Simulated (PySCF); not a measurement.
GeF₃Br, SMILES [F][Ge]([F])([F])[Br]. Geometry: PBE-D3(BJ)/def2-SVP.

Computed with PySCF with PBE-D3(BJ)/def2-SVP.

Harmonic wavenumbers (cm⁻¹): 143, 143, 225, 225, 227, 339, 697, 746, 746. Rotational constants (GHz): 3.438, 1.240, 1.240; symmetry number 3.

Work out the zero-point energy and the ideal-gas rigid-rotor harmonic-oscillator thermochemistry at 298.15 K and 1 atm.

ZPE = ½ Σ hcν = ½ × 3492 cm⁻¹ = 4.99 kcal/mol. H − E(el) = 9.59 kcal/mol. Entropy in cal/(mol K): translation 41.92, rotation 26.32, vibration 13.30, total 81.53. G − E(el) = -14.72 kcal/mol. Cp = 21.09 cal/(mol K). Modes under 150 cm⁻¹ make the vibrational entropy uncertain.
